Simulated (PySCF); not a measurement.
H5B3N3, doublet, geometry from GFN2-xTB; MN15/STO-3G (PySCF).

The PySCF input:
```python
from pyscf import gto, scf, dft

mol = gto.M(
    atom='''
B    -0.489112    1.409897   -0.135474
N    -1.389811    0.337563    0.089269
B    -0.958057   -1.007440    0.221840
N     0.433773   -1.250377    0.120146
B     1.385804   -0.225570   -0.103362
N     0.891588    1.098596   -0.227267
H    -2.380251    0.519393    0.160478
H    -1.723700   -1.880451    0.407904
H     0.762915   -2.199151    0.211312
H     2.535514   -0.459655   -0.183047
H     1.563495    1.834955   -0.386703
''',
    basis='sto-3g',
    charge=0,
    spin=1,
    verbose=4,
)

mf = dft.UKS(mol)
mf.xc = 'mn15'
mf.kernel()
```

**Question.** Predict the main parts of the log of this PySCF run.

**Answer.** 
```
PySCF version 2.14.0

[INPUT] verbose = 4
[INPUT] num. atoms = 11
[INPUT] num. electrons = 41
[INPUT] charge = 0
[INPUT] spin (= nelec alpha-beta = 2S) = 1
[INPUT] symmetry False subgroup None
[INPUT] Mole.unit = angstrom
[INPUT] Symbol           X                Y                Z      unit          X                Y                Z       unit  Magmom
[INPUT]  1 B     -0.489112000000   1.409897000000  -0.135474000000 AA   -0.924287724238   2.664319193846  -0.256008756999 Bohr   0.0
[INPUT]  2 N     -1.389811000000   0.337563000000   0.089269000000 AA   -2.626362154908   0.637901619787   0.168693961414 Bohr   0.0
[INPUT]  3 B     -0.958057000000  -1.007440000000   0.221840000000 AA   -1.810465341722  -1.903785686932   0.419216843474 Bohr   0.0
[INPUT]  4 N      0.433773000000  -1.250377000000   0.120146000000 AA    0.819712170231  -2.362870082455   0.227043034962 Bohr   0.0
[INPUT]  5 B      1.385804000000  -0.225570000000  -0.103362000000 AA    2.618790022327  -0.426265521918  -0.195325871687 Bohr   0.0
[INPUT]  6 N      0.891588000000   1.098596000000  -0.227267000000 AA    1.684857135949   2.076045561543  -0.429472387152 Bohr   0.0
[INPUT]  7 H     -2.380251000000   0.519393000000   0.160478000000 AA   -4.498022497722   0.981510521016   0.303259469018 Bohr   0.0
[INPUT]  8 H     -1.723700000000  -1.880451000000   0.407904000000 AA   -3.257320920913  -3.553537380664   0.770826845115 Bohr   0.0
[INPUT]  9 H      0.762915000000  -2.199151000000   0.211312000000 AA    1.441700406323  -4.155793096563   0.399321806834 Bohr   0.0
[INPUT] 10 H      2.535514000000  -0.459655000000  -0.183047000000 AA    4.791427045000  -0.868622061787  -0.345908697923 Bohr   0.0
[INPUT] 11 H      1.563495000000   1.834955000000  -0.386703000000 AA    2.954577347127   3.467562400901  -0.730762761548 Bohr   0.0

nuclear repulsion = 190.77843604123
number of shells = 23
number of NR pGTOs = 105
number of NR cGTOs = 35
basis = sto-3g
ecp = {}

******** <class 'pyscf.dft.uks.UKS'> ********
method = UKS
initial guess = minao
damping factor = 0
level_shift factor = 0
DIIS = <class 'pyscf.scf.diis.CDIIS'>
diis_start_cycle = 1
diis_space = 8
diis_damp = 0
SCF conv_tol = 1e-09
SCF conv_tol_grad = None
SCF max_cycles = 50
direct_scf = True
direct_scf_tol = 1e-13
number electrons alpha = 21  beta = 20
XC library pyscf.dft.libxc version 7.1.2
    S. Lehtola, C. Steigemann, M. J. T. Oliveira, and M. A. L. Marques,  SoftwareX 7, 1–5 (2018)
XC functionals = mn15
    H. S. Yu, X. He, S. L. Li, and D. G. Truhlar,  Chem. Sci. 7, 5032–5051 (2016)
    H. S. Yu, X. He, S. L. Li, and D. G. Truhlar,  Chem. Sci. 7, 5032–5051 (2016)
radial grids:
    Treutler-Ahlrichs [JCP 102, 346 (1995); DOI:10.1063/1.469408] (M4) radial grids

becke partition: Becke, JCP 88, 2547 (1988); DOI:10.1063/1.454033
pruning grids: <function nwchem_prune>
grids dens level: 3
symmetrized grids: False
atomic radii adjust function: <function treutler_atomic_radii_adjust>
small_rho_cutoff = 0
Set gradient conv threshold to 3.16228e-05
tot grids = 132888
init E= -238.61761854505

cycle= 1 E= -237.451769840653  delta_E= 1.17  |g|= 0.36  |ddm|= 3.22
cycle= 2 E= -237.474373011614  delta_E= -0.0226  |g|= 0.35  |ddm|= 0.908
cycle= 3 E= -237.542769583686  delta_E= -0.0684  |g|= 0.0196  |ddm|= 0.413
cycle= 4 E= -237.543351288112  delta_E= -0.000582  |g|= 0.00602  |ddm|= 0.0568
cycle= 5 E= -237.543395838211  delta_E= -4.46e-05  |g|= 0.00281  |ddm|= 0.0141
cycle= 6 E= -237.543403352584  delta_E= -7.51e-06  |g|= 0.00141  |ddm|= 0.00566
cycle= 7 E= -237.543405879161  delta_E= -2.53e-06  |g|= 0.000304  |ddm|= 0.00321
cycle= 8 E= -237.543406190025  delta_E= -3.11e-07  |g|= 8.57e-05  |ddm|= 0.00149
cycle= 9 E= -237.54340620744  delta_E= -1.74e-08  |g|= 3.38e-05  |ddm|= 0.000317
cycle= 10 E= -237.543406209943  delta_E= -2.5e-09  |g|= 8.39e-06  |ddm|= 0.00012
cycle= 11 E= -237.543406210144  delta_E= -2.01e-10  |g|= 1.39e-06  |ddm|= 3.82e-05
Extra cycle  E= -237.543406210147  delta_E= -3.18e-12  |g|= 9.24e-07  |ddm|= 3.48e-06
converged SCF energy = -237.543406210147  <S^2> = 0.7557032  2S+1 = 2.0056951
```
